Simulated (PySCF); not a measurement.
B3LYP has the VWN-RPA correlation part, as in Gaussian. 

Cartesian coordinates (Å):
```xyz
5

Sc    -0.0387     0.1024     0.0410
F     -0.0531    -1.5228     0.9040
F      1.4424     1.1780     0.2252
O     -1.4667     0.6305    -1.0115
H     -2.2026     0.9193    -1.5716
```
Charge 0, multiplicity 1.

**Question.** Give the total energy, HOMO, dipole moment, HOMO–LUMO gap, LUMO, charge on the central atom (meta-Löwdin) and charge on the central atom (Mulliken) at the level B3LYP-D3(BJ)/def2-TZVP // BP86-D3(BJ)/def2-SVP in PySCF.

**Answer.** 
```json
{
  "total_energy": "-1036.6085 Ha",
  "HOMO": "-8.99 eV",
  "dipole_moment": "2.48 D",
  "HOMO–LUMO gap": "6.45 eV",
  "LUMO": "-2.54 eV",
  "charge on the central atom (meta-Löwdin)": "1.50 e",
  "charge on the central atom (Mulliken)": "1.49 e"
}
```
